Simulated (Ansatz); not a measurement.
A single point on CH₇AlOSi.

```yaml
crystal:
  periodic: [false, false, false]
  atoms:
    - {symbol: O, position_ang: [-1.102250, 1.234890, -0.382017]}
    - {symbol: C, position_ang: [-0.286213, 1.531716, 0.860639]}
    - {symbol: Al, position_ang: [-0.458325, -0.381661, 0.541890]}
    - {symbol: Si, position_ang: [1.206070, -1.569349, -0.803209]}
    - {symbol: H, position_ang: [-2.009560, 1.534757, -0.278607]}
    - {symbol: H, position_ang: [-0.911696, 2.038546, 1.593202]}
    - {symbol: H, position_ang: [0.543339, 2.161688, 0.550995]}
    - {symbol: H, position_ang: [-1.701674, -1.078497, 1.248233]}
    - {symbol: H, position_ang: [2.121755, -2.380808, 0.053583]}
    - {symbol: H, position_ang: [2.068262, -0.632121, -1.581810]}
    - {symbol: H, position_ang: [0.595689, -2.516262, -1.782399]}
basis:
  gaussian: {orbitals: def2-TZVPP}
hamiltonian: {xc: pbe}
correlation: {method: rpa}
```

```sh
$ ansatz run in.yaml --threads 2 --pin off --events-out ev --progress --plain --max-ram 4352MiB
```

It prints (some lines left out):

```
Functional definition: PBE
1420 factors; integrals over basis functions are off by at most 8.1e-4 eV
mean field evaluation 1: about -17653.2450 eV, gradient 6.2e1 eV
mean field evaluation 2: about -17653.2312 eV, gradient 6.2e1 eV
mean field evaluation 4: about -17660.9279 eV, gradient 2.1e1 eV
mean field evaluation 8: about -17662.0192 eV, gradient 9.4e-1 eV
mean field evaluation 16: about -17662.0203 eV, gradient 8.6e-5 eV
mean field -17662.02034926 eV, -649.0672760880 hartree, gradient 1.2e-6 eV, S^2 0.000000; 0 other end points of the search recorded, 0 dependent functions left out
12 core orbitals not correlated: weight in the atoms' cores, before any rotation towards them, 1.000 or more for the frozen orbitals, at most 0.000 for the correlated occupied ones
reference -17623.19258005 eV, -647.6403818880 hartree; 12, 12 occupied and 220, 220 virtual orbitals, 1420 factors
Total energy: -17653.16019922 eV, -648.7416715796 hartree
```

Hardware: 2 threads of an Arm Neoverse V1 on a shared host. Wall time 7.5 s, peak host memory 0.52 GiB.
